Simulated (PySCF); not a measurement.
**Electronic structure of S (sulfur, neutral) at the UHF level**

Configuration: [Ne] 3s2 3p3 4s1, high-spin 5S determinant (an excited configuration). All numbers are calculated (PySCF 2.14, the non-relativistic Hamiltonian (point nucleus), in aug-cc-pV(Q+d)Z with one added diffuse shell each of s, p, d, f, g type (8s7p6d4f3g, 114 functions)).

```
Total energy                                     : -397.303212 hartree
One-electron energy                              : -545.8994 hartree
Hartree (Coulomb) energy                         : 173.4713 hartree
Exchange energy                                  : -24.8751 hartree
Kinetic energy                                   : 397.28435 hartree
⟨S²⟩                                             : 6.0006
⟨L²⟩                                             : 0.000
Sum of ⟨r⟩                                       : 18.78 bohr
Sum of ⟨r²⟩                                      : 61.76 bohr²
Density at the nucleus (Gaussians lack the cusp) : 2640 bohr⁻³
Spin density at the nucleus                      : 0.678 bohr⁻³
Langevin diamagnetic susceptibility              : -48.9 ×10⁻⁶ cm³/mol
```

```csv
shell,electrons,mean orbital energy (hartree),"rms radius, mean of both spins (bohr)"
1s α,1,-92.25849,0.113
1s β,1,-92.22710,0.113
2s α,1,-9.25482,0.518
2s β,1,-9.22051,0.518
2p α,3,-6.94218,0.492
2p β,3,-6.88410,0.492
3s α,1,-1.22872,1.79
3s β,1,-0.87994,1.79
3p α,3,-0.67599,2.06
4s α,1,-0.13059,6.38
```

The outer electron is Rydberg-like, and this basis confines it to a smaller radius and binds it less than a complete one would.

Spin-orbit constants ζ (cm⁻¹) from the X2C one-electron operator on these orbitals (non-relativistic here): bare nucleus, nucleus screened by l(l+1)(2l+1)/3 electrons, and screened by the Breit-Pauli mean field of the electrons.

```json
{"shell": "2p", "bare": "7381", "screened nucleus": "6458", "mean field": "6038"}
{"shell": "3p", "bare": "524.2", "screened nucleus": "458.7", "mean field": "422.6"}
```
